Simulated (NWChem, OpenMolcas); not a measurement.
How methods differ on SiClOF2 (SMILES [O][Si](F)(F)Cl)

SiClOF2: 5 atoms, total charge 0, spin state doublet. SMILES: `[O][Si](F)(F)Cl`. The coordinates come from a PBE0-D4/def2-TZVP relaxation.

```xyz
5

O    -0.1731    0.0487    1.6224
Si    0.0710   -0.0922    0.0056
F    -0.3746   -1.4933   -0.5427
F     1.5817    0.0744   -0.3839
Cl   -1.0551    1.3887   -0.7428
```

Quantity: the vertical ionisation energy (to the singlet cation), in eV. The values are calculated.

```
             level                   kind     program  value (eV)  less CCSD(T)/def2-SVP  CPU time (all runs)
      UHF/def2-SVP           Hartree–Fock      NWChem       15.15                  +3.13                 63 s
 U-revPBE/def2-SVP                    GGA  OpenMolcas       12.68                  +0.66                 79 s
 U-r2SCAN/def2-SVP               meta-GGA  OpenMolcas       13.46                  +1.44              2.5 min
   UM06-L/def2-SVP               meta-GGA  OpenMolcas       13.39                  +1.37              2.6 min
    UTPSS/def2-SVP               meta-GGA  OpenMolcas       12.93                  +0.91              2.2 min
   UBHLYP/def2-SVP          global hybrid  OpenMolcas       14.65                  +2.63                 77 s
     UMP2/def2-SVP    perturbation theory      NWChem       14.51                  +2.49                 79 s
ROCCSD(T)/def2-SVP  coupled cluster or CI  OpenMolcas       12.02                   0.00              2.2 min
```

Differences are taken from ROCCSD(T)/def2-SVP for orientation; it has basis-set and higher-order errors of its own. The values span 12.02 to 15.15 eV. CPU times are rough (shared hosts, several kinds of processor and program).
